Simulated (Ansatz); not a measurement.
A single point on `[F][Ge]([SiH3])([SiH3])[SiH3]`.

```yaml
crystal:
  periodic: [false, false, false]
  atoms:
    - {symbol: F, position_ang: [-2.097275, -0.884084, 0.248416]}
    - {symbol: Ge, position_ang: [-0.476950, -0.202766, 0.058289]}
    - {symbol: Si, position_ang: [0.338716, 0.141080, 2.279141]}
    - {symbol: Si, position_ang: [-0.776012, 1.835017, -1.155647]}
    - {symbol: Si, position_ang: [0.769803, -1.841559, -1.156481]}
    - {symbol: H, position_ang: [-0.542823, 1.087128, 3.010335]}
    - {symbol: H, position_ang: [1.706217, 0.719471, 2.182740]}
    - {symbol: H, position_ang: [0.403674, -1.150791, 3.009629]}
    - {symbol: H, position_ang: [-1.642898, 2.767736, -0.390583]}
    - {symbol: H, position_ang: [0.562333, 2.455874, -1.348634]}
    - {symbol: H, position_ang: [-1.384096, 1.559404, -2.482687]}
    - {symbol: H, position_ang: [0.839551, -3.110610, -0.387419]}
    - {symbol: H, position_ang: [2.146477, -1.314836, -1.359530]}
    - {symbol: H, position_ang: [0.140383, -2.090262, -2.478870]}
basis:
  gaussian: {orbitals: def2-TZVPP}
correlation: {method: mp2}
```

```sh
$ ansatz run in.yaml --threads 4 --pin off --events-out ev --progress --plain --max-ram 11315MiB
```

It prints (some lines left out):

```
Functional definition: HF
1932 factors; integrals over basis functions are off by at most 8.2e-4 eV
mean field evaluation 1: about -82908.1563 eV, gradient 3.4e1 eV
mean field evaluation 2: about -82908.3925 eV, gradient 3.4e1 eV
mean field evaluation 4: about -82911.9493 eV, gradient 4.3e0 eV
mean field evaluation 8: about -82912.0565 eV, gradient 2.8e-1 eV
mean field -82912.05676001 eV, -3046.9618861197 hartree, gradient 5.0e-6 eV, S^2 0.000000; 0 other end points of the search recorded, 0 dependent functions left out
25 core orbitals not correlated: weight in the atoms' cores, before any rotation towards them, 1.000 or more for the frozen orbitals, at most 0.000 for the correlated occupied ones
reference -82912.05676001 eV, -3046.9618861197 hartree; 21, 21 occupied and 285, 285 virtual orbitals, 1932 factors
second order -24.16448329 eV of doubles, -0.00000000 eV of singles
Total energy: -82936.22124330 eV, -3047.8499145015 hartree
```

Hardware: 4 threads of an AMD EPYC 9R45 on a shared host. Wall time 3.2 s, peak host memory 1.1 GiB.
